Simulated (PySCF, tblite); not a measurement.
Isomers of C4H7FO2. Computed values, GFN2-xTB/tblite, gas phase, harmonic and unscaled. This tight-binding method is rough: wavenumbers can miss measured ones by several per cent, in bad cases by 10 to 20. One conformer each.

Electronic energies: PBE0/pcSseg-1 single points on the GFN2-xTB geometries (PySCF, gas phase).

```tsv
SMILES	electronic energy, lowest = 0 (kcal/mol)
CO[C@@H]1C[C@@H](F)O1	20.8
CO[C@@H](C=O)CF	23.8
C=COCOCF	27.5
CO[C@H](C)C(=O)F	0.0
C[C@@H]1OC[C@@H](F)O1	1.4
C[C@@H]1OC[C@H](F)O1	2.7
```

How do GFN2-xTB zero-point energies change the relative energies?

```tsv
SMILES	ZPE (kcal/mol)	of it from modes above 1550 cm⁻¹	electronic (kcal/mol)	with ZPE, lowest = 0 (kcal/mol)	lowest mode (cm⁻¹)	rings
CO[C@H](C)C(=O)F	66.9	32.5	0.0	0.0	54	0
C[C@@H]1OC[C@@H](F)O1	68.4	29.8	1.4	3.0	95	1
C[C@@H]1OC[C@H](F)O1	68.6	30.0	2.7	4.4	108	1
CO[C@@H]1C[C@@H](F)O1	67.9	29.7	20.8	21.8	66	1
CO[C@@H](C=O)CF	66.4	31.8	23.8	23.3	82	0
C=COCOCF	66.8	32.5	27.5	27.5	51	0
```

The zero-point energies span 2.2 kcal/mol, from `CO[C@@H](C=O)CF` to `C[C@@H]1OC[C@H](F)O1`. The order is unchanged.

And how do the electronic energies of GFN2-xTB itself compare?

`CO[C@H](C)C(=O)F` 16.2; `C[C@@H]1OC[C@@H](F)O1` 0.4; `C[C@@H]1OC[C@H](F)O1` 0.0; `CO[C@@H]1C[C@@H](F)O1` 19.9; `CO[C@@H](C=O)CF` 33.0; `C=COCOCF` 29.7 kcal/mol, lowest = 0. Against the energies above, taken from the same isomer `CO[C@H](C)C(=O)F`, the largest difference is 18.9 kcal/mol.

What do entropy and thermal enthalpy add at 298.15 K and 1 bar (rigid rotor, harmonic oscillator, one conformer each)?

```csv
SMILES,point group,symmetry number,S (cal/(mol K)),H − H(0) (kcal/mol),ZPE + H − H(0) − TS (kcal/mol)
CO[C@H](C)C(=O)F,C1,1,89.0,5.77,46.1
C[C@@H]1OC[C@@H](F)O1,C1,1,81.8,4.85,48.9
C[C@@H]1OC[C@H](F)O1,C1,1,80.6,4.75,49.4
CO[C@@H]1C[C@@H](F)O1,C1,1,83.9,5.06,47.9
CO[C@@H](C=O)CF,C1,1,88.9,5.72,45.6
C=COCOCF,C1,1,89.3,5.57,45.8
```
